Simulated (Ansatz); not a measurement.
`[SiH3][N]([SiH3])[In]([N]([SiH3])[SiH3])[N]([SiH3])[SiH3]`, relaxed with RKS PBE0-D4/def2-TZVP in Ansatz from a GFN2-xTB geometry. The force threshold is 0.005 eV/Å; the program also tests the step.

Charge 0, multiplicity 1. In: def2 effective core potential.

Start:

```xyz
28

Si   -1.281    2.873   -0.666
N    -0.278    1.604   -1.261
Si    1.203    1.842   -2.108
In   -0.275   -0.090   -0.047
N    -1.476   -1.721   -0.505
Si   -1.286   -2.240   -2.143
Si   -1.778   -2.750    0.852
N     0.940   -0.143    1.645
Si    2.465   -0.874    1.329
Si    0.679    1.160    2.742
H    -2.455    2.222   -0.035
H    -1.681    3.692   -1.817
H    -0.612    3.731    0.333
H     2.262    2.456   -1.283
H     0.918    2.717   -3.250
H     1.654    0.499   -2.548
H    -0.007   -2.960   -2.358
H    -1.322   -1.036   -2.989
H    -2.406   -3.143   -2.433
H    -2.178   -1.869    1.966
H    -0.616   -3.571    1.241
H    -2.883   -3.631    0.449
H     3.423    0.041    0.674
H     2.210   -2.017    0.424
H     3.016   -1.322    2.612
H     1.342    2.413    2.335
H     1.209    0.741    4.045
H    -0.787    1.372    2.796
```

**Question.** By how much does the energy fall, and how many steps does the optimiser take? (An estimate is asked.)

**Answer.** Computed: 12.69 kcal/mol, in 49 steps.

**Question.** Which bonds change most? (Best estimate.)

**Answer.** Computed: N2–In4 from 2.084 to 2.034 Å; In4–N8 from 2.084 to 2.034 Å; In4–N5 from 2.077 to 2.034 Å; Si3–H15 from 1.467 to 1.490 Å.

**Question.** Give the relaxed structure. (Estimate.)

**Answer.** Ansatz gave: 
```xyz
28

Si   -1.861    2.014   -1.755
N    -0.313    1.717   -1.045
Si    0.971    2.863   -1.208
In    0.000   -0.001   -0.001
N    -1.097   -1.661   -0.420
Si   -1.782   -1.860   -1.995
Si   -1.337   -2.859    0.803
N     1.411   -0.056    1.464
Si    2.157   -1.560    1.875
Si    1.852    1.403    2.280
H    -2.820    0.992   -1.251
H    -1.829    1.946   -3.241
H    -2.356    3.366   -1.372
H     0.715    4.116   -0.448
H     1.160    3.230   -2.640
H     2.228    2.245   -0.703
H    -1.445   -3.205   -2.540
H    -1.213   -0.821   -2.897
H    -3.264   -1.729   -1.992
H    -0.866   -2.312    2.106
H    -0.598   -4.120    0.521
H    -2.783   -3.197    0.919
H     3.640   -1.419    1.876
H     1.773   -2.576    0.857
H     1.747   -2.052    3.218
H     3.231    1.850    1.942
H     1.786    1.212    3.756
H     0.894    2.475    1.893
```
